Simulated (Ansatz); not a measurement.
Basis-set extrapolation for C₂H₅AlO₂, SMILES `C1O[CH2][AlH][O]1` (PBE0-D4/def2-TZVP geometry, frozen core, Ansatz). Multiplicity 1, RHF reference.

```tsv
	def2-TZVPP	def2-QZVPP
HF	-470.404200	-470.422213
MP2 correlation	-0.879927	-0.945354
CCSD(T) correlation	-0.943899	not run
```

Energies in hartree. Use E(X) = E(∞) + A·exp(−7.88·√X) for Hartree–Fock and E(X) = E(∞) + B·X^(−2.97) for correlation, with X = 3 and 4, and add CCSD(T) minus MP2 of the smaller set to the MP2 limit.

**Question.** What is the CCSD(T) energy at the basis-set limit?

**Answer.** HF limit: -470.422213 + (-0.018013) × 0.13774 = -470.42469. MP2 limit: -0.945354 + (-0.065427) × 0.74074 = -0.99382. Higher-order term: -0.943899 − (-0.879927) = -0.06397. Total: -471.48248 hartree, 352.8 kJ/mol below CCSD(T)/def2-TZVPP.
